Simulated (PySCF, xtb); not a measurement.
Si(H)2(Et)(NH2) (C₂H₉NSi), SMILES CC[SiH2]N.

GFN2-xTB run with xtb at its own geometry gives an orbital gap of 6.14 eV and a dipole moment of 1.26 D.

Geometry optimised at r2SCAN-D4/def2-SVP. Other conformers were not sampled.

Question: What does PBE/def2-TZVP run with PySCF give? (The exact figures need the calculation; the answer reports its results.)

Answer: gap 5.59 eV (levels -5.84 and -0.25 eV), dipole 0.93 D.
